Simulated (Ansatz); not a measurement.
Reaction (ligand exchange at the Si–N bond): `C[SiH2][N](C)[AlH2]` + `O[SiH2]F` → `C[SiH2]O[SiH2]F` + `C[NH][AlH2]`

Program: Ansatz. Geometries: PBE0-D4/def2-TZVP. ΔE: electronic, gas phase. CCSD(T)/CBS is the MP2 limit (def2-TZVPP, def2-QZVPP) plus CCSD(T) − MP2 in def2-TZVPP, frozen cores. DFT in def2-TZVPP. B3LYP here is the variant with VWN-RPA as its local correlation; programs differ in this. One conformer a species, not always the lowest.

```tsv
level	ΔE (eV)
B2PLYP	-0.67
B3LYP	-0.72
```

Question: What does CCSD(T)/CBS give? (Best estimate.)

Answer: The calculation gave: -0.60 eV. The listed levels differ from it by -0.07, -0.12 eV.

Largest T1 diagnostic among the species: 0.012.

The D4 term adds +0.07 eV with B3LYP and +0.04 eV with PBE0; it sums over pairs of atoms, weighted by their polarisabilities, and B3LYP, whose exchange is more repulsive, gets the larger term. In def2-TZVPP, CCSD(T) changes the Hartree–Fock value by +0.25 eV (the triples alone add +0.04 eV) and MP2 by +0.28 eV.
